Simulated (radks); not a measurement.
Problem. These are the eigenvalues of the occupied orbitals of an atom or ion with whole-number occupations (hartree). Method: non-relativistic Kohn-Sham, LDA (Slater exchange, Perdew-Wang correlation), spin-polarised, spherical densities, point nucleus; computed with a radial shooting solver on a logarithmic mesh with Libxc functionals.

| orbital | eigenvalue |
|---|---|
| 1s up | -255.5240 |
| 1s down | -255.5190 |
| 2s up | -31.01340 |
| 2s down | -30.93294 |
| 2p up | -26.98144 |
| 2p down | -26.91825 |
| 3s up | -4.63826 |
| 3s down | -4.48685 |
| 3p up | -3.44167 |
| 3p down | -3.29244 |
| 3d up | -1.47556 |
| 4s up | -0.72158 |
| 4s down | -0.64490 |
| 4p up | -0.46939 |

Which element is it, and in what charge state? The configuration may be excited. Open shells, if any, are filled with parallel spins first.

Solution. Z = 26, iron, charge +1: Fe+ in [Ar] 3d3 4s2 4p2. The list shows which subshells hold electrons but not how many an open one holds; the 1s level, -255.52 hartree, gives Z - s = 22.6 by -(Z - s)^2/2, which with screening narrows Z to a few neighbours, and the depths of the outer levels then fix element, charge and occupations together.
